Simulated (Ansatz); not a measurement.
Basis-set extrapolation for `[CH3][AlH][CH2]N[SiH3]` (PBE0-D4/def2-TZVP geometry, frozen core, the Gaussian-basis code of Ansatz). Multiplicity 1, RHF reference.

```csv
,def2-TZVPP,def2-QZVPP
HF,-666.931277,-666.954517
MP2 correlation,-0.780774,-0.833382
CCSD(T) correlation,-0.874913,not run
```

Energies in hartree. Use E(X) = E(∞) + A·exp(−7.88·√X) for Hartree–Fock and E(X) = E(∞) + B·X^(−2.97) for correlation, with X = 3 and 4, and add CCSD(T) minus MP2 of the smaller set to the MP2 limit.

Task: What is the CCSD(T) energy at the basis-set limit?

Result: HF limit: -666.954517 + (-0.023240) × 0.13774 = -666.95772. MP2 limit: -0.833382 + (-0.052608) × 0.74074 = -0.87235. Higher-order term: -0.874913 − (-0.780774) = -0.09414. Total: -667.92421 hartree, 74.1 kcal/mol below CCSD(T)/def2-TZVPP.
